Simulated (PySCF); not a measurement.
## Dipole response of Cs⁺ (caesium, charge +1)

[Xe], closed-shell 1S. Computed with PySCF 2.14 in aug-cc-pwCVTZ-X2C with one added diffuse shell each of s, p, d, f type (12s11p9d5f, 125 functions), with scalar relativity by spin-free X2C-1e. Coupled (time-dependent) response in atomic units; α is the mean over directions.

```csv
method,mean α (bohr³),C₆ (like pair),S(−4)
M06,16.36,139.9,39.21
revPBE,16.31,140.1,38.85
```

S(−4) is the Cauchy moment in α(ω) = α(0) + S(−4) ω² + …

α(iu) at M06:

```tsv
u (hartree)	α(iu) (bohr³)
0	16.36
0.0500	16.26
0.100	15.98
0.200	14.95
0.300	13.53
0.500	10.51
0.750	7.474
1.00	5.434
1.50	3.188
2.00	2.106
3.00	1.147
5.00	0.5138
```

A single London oscillator, α(iu) = α/(1 + u²/ω²), gives C₆ = (3/4) ω α². Matching the computed C₆ needs ω = 4 × 139.9 / (3 × 16.36²) = 0.697 hartree.

For an ion, C₆ is the dispersion term alone; charge-induced terms of lower order in 1/R come first.

Spin-orbit coupling, which splits the p, d and f shells strongly at this Z, is absent.
